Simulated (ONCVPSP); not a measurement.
# Reading a pseudo-wave (Ce (Z = 58))

Columns: radius, all-electron u(r) and pseudo u(r) of the 5d shell (level -4.07 eV) of cerium in the configuration [Kr] 4d10 5s2 5p6 5d2 6s2; PBE, scalar-relativistic, ONCV scheme, ONCVPSP 4.0.1.

| r (bohr) | all-electron | pseudo |
| --- | --- | --- |
| 0.148 | 0.1974 | 0.0014 |
| 0.295 | 0.0040 | 0.0110 |
| 0.443 | -0.2498 | 0.0354 |
| 0.590 | -0.3033 | 0.0781 |
| 0.738 | -0.1993 | 0.1397 |
| 0.885 | -0.0284 | 0.2162 |
| 1.033 | 0.1523 | 0.3028 |
| 1.180 | 0.3115 | 0.3909 |
| 1.328 | 0.4406 | 0.4742 |
| 1.475 | 0.5360 | 0.5454 |
| 1.623 | 0.6018 | 0.6010 |
| 1.770 | 0.6417 | 0.6387 |
| 1.918 | 0.6612 | 0.6591 |
| 2.065 | 0.6651 | 0.6642 |
| 2.213 | 0.6574 | 0.6572 |
| 2.360 | 0.6415 | 0.6415 |
| 2.508 | 0.6199 | 0.6199 |
| 2.655 | 0.5949 | 0.5949 |
| 2.802 | 0.5678 | 0.5677 |
| 2.950 | 0.5394 | 0.5394 |
| 3.098 | 0.5107 | 0.5106 |
| 3.245 | 0.4824 | 0.4823 |
| 3.393 | 0.4544 | 0.4544 |
| 3.540 | 0.4274 | 0.4274 |
| 3.688 | 0.4011 | 0.4011 |
| 3.835 | 0.3760 | 0.3760 |

**Question.** How many radial nodes do the two functions have?

**Answer.** The all-electron 5d function has n − l − 1 = 2; the pseudo-wave has 0, since the states of the same l below it are removed with the core.

**Question.** At about which radius was the pseudo-wave matched?

**Answer.** 2.45 bohr. The columns agree to 0.0005 from 2.21 bohr on; several derivatives are matched, so the curves merge somewhat inside the radius.

**Question.** Where does each function peak?

**Answer.** Outermost all-electron maximum near 2.06 bohr, pseudo maximum near 2.06 bohr (to the table’s step).

**Question.** Is the pseudo-wave norm-conserving?

**Answer.** Yes: the ONCV scheme keeps the norm inside the radius equal to the all-electron one, which fixes the energy derivative of the logarithmic derivative at the level.
